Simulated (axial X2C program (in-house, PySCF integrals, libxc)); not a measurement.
**How long does YI take?**

A bond scan computed with an axial X2C code built on PySCF integrals. Basis: I dyall-cv3z [11s12p8d4f1g], Y dyall-cv3z [11s12p9d6f3g] (cores contracted in-house).

Input file and command:
```json
{"zs": [53, 39], "q": 0, "bas": ["dyall-cv3z", "dyall-cv3z"], "levels": ["PBE0", "HF", "BP86"], "cc": true, "r0": 2.96, "thr": -1.0, "nmax": 90, "npts": 10, "nst": 2, "ntry": 6}
```
```bash
python so2c.py task.json out
```

Keys: zs atomic numbers; q charge; bas basis sets; levels methods; cc coupled cluster on or off; r0 starting distance in Å; thr threshold in hartree for freezing inner shells (an s shell follows its p shell); nmax most natural virtual spinors; npts points on the curve; nst determinants followed; ntry starts of the search. HF also brings MP2.

Hardware: 1 thread of Arm Neoverse V1, with other jobs on the host.

Wall time of one point of each curve, integrals apart:

| Hamiltonian | level | points | seconds a point |
| --- | --- | --- | --- |
| spin-free | PBE0 | 10 | 0.71 |
| spin-free | HF | 10 | 0.45 |
| spin-free | CCSD(T) (10 electrons, 90 virtuals) | 7 | 4 |
| spin-free | BP86 | 10 | 0.41 |
| 2c | PBE0 | 10 | 1.1 |
| 2c | HF | 10 | 0.98 |
| 2c | CCSD(T) (10 electrons, 90 virtuals) | 7 | 5.3 |
| 2c | BP86 | 10 | 0.46 |

The rest:

Search with its distance optimisation 78 s, atoms 15 s, whole task 230 s. Coupled cluster runs on the points near the minimum only. The program drops outer points, and coupled cluster, when its time limit (not in the input) nears; MP2, further determinants and curves that did not converge are not in the table.
